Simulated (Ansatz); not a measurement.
`N[SiH](F)[SiH2][SiH3]` + CH₃SH → `CS[SiH2][SiH3]` + `N[SiH2]F`  (cleavage of the Si–Si bond)

Gas-phase electronic energies from Ansatz, PBE0-D4/def2-TZVP geometries. CCSD(T)/CBS is the MP2 limit (def2-TZVPP, def2-QZVPP) plus CCSD(T) − MP2 in def2-TZVPP, frozen cores. This one scheme is used for every species. DFT in def2-TZVPP. Each species was taken in one conformer, which may not be the lowest.

(1) Is it downhill or uphill in electronic energy at CCSD(T)/CBS, and by how much? (An estimate is asked.)

(2) What do these levels give: PBE-D4, r2SCAN-D4, PBE0-D4, ωB97M-V, B2PLYP, r2SCAN, PBE0, HF/def2-TZVPP, MP2/def2-TZVPP, CCSD/def2-TZVPP, CCSD(T)/def2-TZVPP, HF/CBS(def2)? (Estimate.)

Largest T1 diagnostic among the species: 0.013.

Results:

(1) Ansatz gave: Downhill: ΔE = -0.63 eV.

(2) Ansatz gave: PBE-D4 -0.49, r2SCAN-D4 -0.58, PBE0-D4 -0.53, ωB97M-V -0.62, B2PLYP -0.63, r2SCAN -0.58, PBE0 -0.53, HF/def2-TZVPP -0.70, MP2/def2-TZVPP -0.71, CCSD/def2-TZVPP -0.60, CCSD(T)/def2-TZVPP -0.60, HF/CBS(def2) -0.70 eV.

From PBE to PBE0 (25 % exact exchange), in def2-TZVPP and without D4, ΔE moves by −0.04 eV.
